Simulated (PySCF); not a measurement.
## Which basis set comes closest?

Molecule: `C(=O)(O)c1ccoc1`, C5H4O3.

Numbering as in the mapped SMILES `[O:1]=[C:2]([OH:3])[c:4]1[cH:5][cH:6][o:7][cH:8]1`. Each H is labelled by its parent atom.

Geometry PBE0-D3(BJ)/def2-SVP throughout; GIAO in PySCF, gas phase, one conformer, non-relativistic; equivalent atoms averaged; functional PBE0.

Reference values (estimated from measurements, as parent shift plus tabulated substituent increments; solution, not stated per compound (mostly CDCl3 or CCl4); Pretsch, Buehlmann, Badertscher, Structure Determination of Organic Compounds, 4th ed. (2009)): δ(H(C8)) = 8.12 ppm, δ(H(C5)) = 6.78 ppm, δ(H(C6)) = 7.45 ppm. Computed shifts are taken against TMS, calculated as an isolated molecule at each level.

Question: How do the basis sets STO-3G, pcSseg-0, 6-31G, 6-31G*, cc-pVDZ, def2-SVP, pcSseg-1, aug-cc-pVDZ, 6-311+G(2d,p), def2-TZVP, cc-pVTZ, IGLO-III perform against the reference? Times are CPU seconds on shared hosts with different chips, so compare them loosely.

Answer: 
| basis set | functions | H(C8) | H(C5) | H(C6) | mean abs. error H | core-s |
| --- | --- | --- | --- | --- | --- | --- |
| STO-3G | 44 | 7.48 | 6.39 | 6.82 | 0.55 | 2.9 |
| pcSseg-0 | 80 | 8.43 | 7.16 | 7.45 | 0.23 | 9.8 |
| 6-31G | 80 | 8.30 | 6.98 | 7.42 | 0.14 | 5.7 |
| 6-31G* | 120 | 7.95 | 6.57 | 7.13 | 0.23 | 10 |
| cc-pVDZ | 132 | 8.01 | 6.68 | 7.20 | 0.15 | 12 |
| def2-SVP | 132 | 7.83 | 6.76 | 6.97 | 0.26 | 11 |
| pcSseg-1 | 156 | 8.16 | 6.92 | 7.35 | 0.09 | 15 |
| aug-cc-pVDZ | 220 | 8.35 | 6.98 | 7.56 | 0.18 | 27 |
| 6-311+G(2d,p) | 240 | 8.27 | 6.91 | 7.45 | 0.09 | 28 |
| def2-TZVP | 272 | 8.25 | 6.95 | 7.43 | 0.11 | 38 |
| cc-pVTZ | 296 | 8.20 | 6.92 | 7.39 | 0.09 | 42 |
| IGLO-III | 320 | 8.29 | 6.93 | 7.46 | 0.11 | 54 |

For $^{1}$H the closest is 6-311+G(2d,p) (0.09 ppm, with cc-pVTZ, pcSseg-1, def2-TZVP, IGLO-III practically level) and the furthest STO-3G (0.55 ppm). Where a smaller basis beats a larger one, errors probably cancel. One molecule is a small sample, and vibrational and solvent effects are absent from the calculation.

A small basis that lands close on one nucleus may do so by chance; judge by the trend and by all nuclei.
